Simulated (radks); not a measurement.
Question: Au39+, configuration [Kr] 4d4 (the NIST ground configuration). Calculated with a radial shooting solver on a logarithmic mesh with Libxc functionals: non-relativistic Kohn-Sham, TPSS, spin-polarised, spherical densities, point nucleus; open shells are filled with parallel spins first (spin-orbit coupling, left out, can overturn this in heavy ions); meta-GGA in the generalised Kohn-Sham scheme; relativity is left out, which matters for an element this heavy. Some entries of the table are withheld. Estimate them.

| orbital | occ. | eigenvalue (eV) | <1/r> (bohr^-1) |
|---|---|---|---|
| 1s down | 1 | -74846.23 | 78.46 |
| 1s up | 1 | -74846.21 | 78.46 |
| 2s up | 1 | -13935.32 | 18.47 |
| 2s down | 1 | -13930.24 | 18.47 |
| 2p up | 3 | -13460.56 | 18.50 |
| 2p down | 3 | -13456.79 | 18.50 |
| 3s up | 1 | -4540.003 | 7.253 |
| 3s down | 1 | -4538.241 | 7.258 |
| 3p up | 3 | -4321.865 | 7.201 |
| 3p down | 3 | -4319.696 | 7.203 |
| 3d up | 5 | -3921.677 | (1) |
| 3d down | 5 | -3917.516 | (2) |
| 4s up | 1 | (3) | 3.557 |
| 4s down | 1 | (4) | 3.547 |
| 4p up | 3 | -1977.777 | 3.501 |
| 4p down | 3 | -1965.327 | 3.492 |
| 4d up | 4 | -1805.471 | 3.394 |
| 4d down | 0 | -1792.810 | 3.389 |

Answer: 
(1) 3d up <1/r> (bohr^-1): 7.115
(2) 3d down <1/r> (bohr^-1): 7.114
(3) 4s up eigenvalue (eV): -2074.755
(4) 4s down eigenvalue (eV): -2062.427
